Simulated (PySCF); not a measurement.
Al(Me)(NH2)2 (CH7AlN2), SMILES [CH3][Al]([NH2])[NH2].

The structure is a stationary point at B3LYP-D3(BJ)/def2-SVP. The structure was generated by enumeration; whether it is a known compound was not checked. Other conformers were not sampled.

Two levels are set side by side: TDA-PBE/def2-SVPD (PySCF) and TDA-CAM-B3LYP/def2-SVPD (PySCF). Vertical, same geometry. The lowest singlet is HOMO→LUMO 100 % with PBE and HOMO→LUMO 91 % with the other functional; states are paired by order. Differences are taken from unrounded values.

| quantity | TDA-CAM-B3LYP | TDA-PBE | TDA-PBE minus TDA-CAM-B3LYP |
|---|---|---|---|
| lowest singlet excitation (eV) | 5.63 | 4.65 | -0.98 |
| lowest triplet excitation (TDA) (eV) | 5.34 | 4.47 | -0.87 |
| first bright state (f over 0.05) (eV) | 6.35 | 5.35 | -1.00 |
| its oscillator strength | 0.15 | 0.08 | -0.07 |

Functionals without exact exchange tend to place singlet excitations lower, as here. Differences between two approximate levels are no errors against the true value.

Rough cost on one machine, each run with all the roots and properties that it gave: TDA-CAM-B3LYP against TDA-PBE about 3 times.
